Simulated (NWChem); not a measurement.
System: B$_{3}$H$_{2}$O$_{3}$, doublet; SMILES [B]1OBOBO1

The following NWChem deck was run.

```
start job
memory heap 200 mb stack 900 mb global 1100 mb
geometry units angstroms noautosym nocenter noautoz
  B      0.000000     0.000000     1.435492
  O     -1.198753     0.000000     0.765041
  B     -1.202648     0.000000    -0.623431
  O      0.000000     0.000000    -1.302969
  B      1.202648     0.000000    -0.623431
  O      1.198753     0.000000     0.765041
  H     -2.249138     0.000000    -1.228412
  H      2.249138     0.000000    -1.228412
end
basis spherical
  B library def2-svp
  O library def2-svp
  H library def2-svp
end
dft
  odft
  mult 2
  xc hfexch
  iterations 150
end
property
  efieldgrad
end
task dft property
```

NWChem printed, in part:

```
             Northwest Computational Chemistry Package (NWChem) 7.3.0
             --------------------------------------------------------

                             Geometry "geometry" -> ""
                             -------------------------

 Output coordinates in angstroms (scale by  1.889725989 to convert to a.u.)

  No.       Tag          Charge          X              Y              Z
 ---- ---------------- ---------- -------------- -------------- --------------
    1 B                    5.0000     0.00000000     0.00000000     1.43549200
    2 O                    8.0000    -1.19875300     0.00000000     0.76504100
    3 B                    5.0000    -1.20264800     0.00000000    -0.62343100
    4 O                    8.0000     0.00000000     0.00000000    -1.30296900
    5 B                    5.0000     1.20264800     0.00000000    -0.62343100
    6 O                    8.0000     1.19875300     0.00000000     0.76504100
    7 H                    1.0000    -2.24913800     0.00000000    -1.22841200
    8 H                    1.0000     2.24913800     0.00000000    -1.22841200

 Effective nuclear repulsion energy (a.u.)     191.1785709568

  xc_inp: hfexch multiplicative factor not found.
                              NWChem Property Module
                              ----------------------

  itol2e modified to match energy
  convergence criterion.

                                 NWChem DFT Module
                                 -----------------

 Summary of "ao basis" -> "ao basis" (spherical)
 ------------------------------------------------------------------------------
       Tag                 Description            Shells   Functions and Types
 ---------------- ------------------------------  ------  ---------------------
 B                          def2-svp                 6       14   3s2p1d
 O                          def2-svp                 6       14   3s2p1d
 H                          def2-svp                 3        5   2s1p

  itol2e modified to match energy
  convergence criterion.

[...]

          -----------------------
          Electric field gradient
          -----------------------

 1 a.u. = 0.324123 10**(16) esu/cm**3  ( or statvolts/cm**2 ) = 0.97174 10**(22) v/m**2

 ------------------------------------------------------------
   Atom      X         Y         Z
 ------------------------------------------------------------
    1 B    0.00000   0.00000   2.71269
 ------------------------------------------------------------

 Electric field gradient in molecular frame (a.u.)
         XX             YY             ZZ             XY             XZ             YZ
 ------------------------------------------------------------------------------------------
        0.145776      -0.371058       0.225282      -0.000000      -0.000000       0.000000

 Principal components (a.u.) and orientation
 of principal axis w.r.t. absolute frame                      Asymmetry parameter eta
 --------------------------------------------------------------------------------------
       -0.371058       0.225282       0.145776                       0.214268

       -0.000000      -0.000000       1.000000
        1.000000       0.000000      -0.000000
        0.000000       1.000000      -0.000000

 ------------------------------------------------------------
   Atom      X         Y         Z
 ------------------------------------------------------------
    2 O   -2.26531   0.00000   1.44572
 ------------------------------------------------------------

 Electric field gradient in molecular frame (a.u.)
         XX             YY             ZZ             XY             XZ             YZ
 ------------------------------------------------------------------------------------------
        0.377854       0.078090      -0.455944       0.000000      -0.661655       0.000000

 Principal components (a.u.) and orientation
 of principal axis w.r.t. absolute frame                      Asymmetry parameter eta
 --------------------------------------------------------------------------------------
       -0.821088       0.742999       0.078090                       0.809790

        0.483172       0.875525       0.000000
        0.000000       0.000000       1.000000
        0.875525      -0.483172       0.000000

 ------------------------------------------------------------
   Atom      X         Y         Z
 ------------------------------------------------------------
    3 B   -2.27268   0.00000  -1.17811
 ------------------------------------------------------------

 Electric field gradient in molecular frame (a.u.)
         XX             YY             ZZ             XY             XZ             YZ
 ------------------------------------------------------------------------------------------
        0.243873      -0.394334       0.150461      -0.000000       0.070950      -0.000000

 Principal components (a.u.) and orientation
 of principal axis w.r.t. absolute frame                      Asymmetry parameter eta
 --------------------------------------------------------------------------------------
       -0.394334       0.282110       0.112224                       0.430817

        0.000000       0.880298      -0.474422
        1.000000       0.000000       0.000000
        0.000000       0.474422       0.880298

 ------------------------------------------------------------
   Atom      X         Y         Z
 ------------------------------------------------------------
    4 O    0.00000   0.00000  -2.46225
 ------------------------------------------------------------

[...]
```

Level: UHF/def2-SVP. In the optimisation the excess spin sits in a1 (C2v, its own frame). Geometry: optimised at PBE-D3(BJ)/def2-SVP, spin-unrestricted. No stability test was run on the SCF state. NWChem prints the field gradient with the sign opposite to the second derivative of the potential.
